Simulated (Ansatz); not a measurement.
`CN[SiH2]N` → `CNN` + `[SiH2]` at 600 K and 1 bar (silylene formation by 1,1-elimination).

Gas-phase electronic energies from Ansatz, PBE0-D4/def2-TZVP geometries. CCSD(T)/CBS is the MP2 limit (def2-TZVPP, def2-QZVPP) plus CCSD(T) − MP2 in def2-TZVPP, frozen cores. This one scheme is used for every species. Each species was taken in one conformer, which may not be the lowest.

```json
{"species": "`CN[SiH2]N`", "CCSD(T)/CBS energy (Eh)": "-441.39942", "H − E (kJ/mol)": "319.4", "S (J/(mol·K))": "424.7"}
{"species": "`CNN`", "CCSD(T)/CBS energy (Eh)": "-151.01675", "H − E (kJ/mol)": "254.6", "S (J/(mol·K))": "327.5"}
{"species": "`[SiH2]`", "CCSD(T)/CBS energy (Eh)": "-290.19011", "H − E (kJ/mol)": "52.1", "S (J/(mol·K))": "233.9"}
```

H − E and S are ideal-gas, rigid-rotor, harmonic terms from PBE0-D4/def2-TZVP, for one conformer and one mirror image of each species. 1 Eh = 2625.50 kJ/mol, R = 8.31446 J/(mol·K).

Problem. By hand: ΔE, ΔH, ΔS and ΔG.

Solution. ΔE = (-151.01675) + (-290.19011) − (-441.39942) = 0.19256 Eh = 505.6 kJ/mol. Δ(H − E) = 254.6 + 52.1 − 319.4 = -12.7, so ΔH = 492.9 kJ/mol. ΔS = 327.5 + 233.9 − 424.7 = 136.7 J/(mol·K). ΔG = 492.9 − 600 × (136.7)/1000 = 410.9 kJ/mol.

Problem. By hand: the equilibrium constant, and the temperature at which ΔG would vanish if ΔH and ΔS stayed fixed.

Solution. log₁₀ K = −ΔG/(RT ln 10) = -35.8. ΔG = 0 at ΔH/ΔS = 3606 K, far beyond where these terms or the molecules hold.

The number of gas molecules changes by +1, which sets the sign of ΔS. A doubt of 5 kJ/mol in ΔE shifts log₁₀ K by 0.4 here. Other conformers and mirror images would add mixing entropy, several J/(mol·K) or more a flexible species. These are equilibria of isolated gas molecules and say nothing of rates. Largest T1 diagnostic: 0.014 (customary marks: 0.02 for closed shells, 0.045 for open ones).
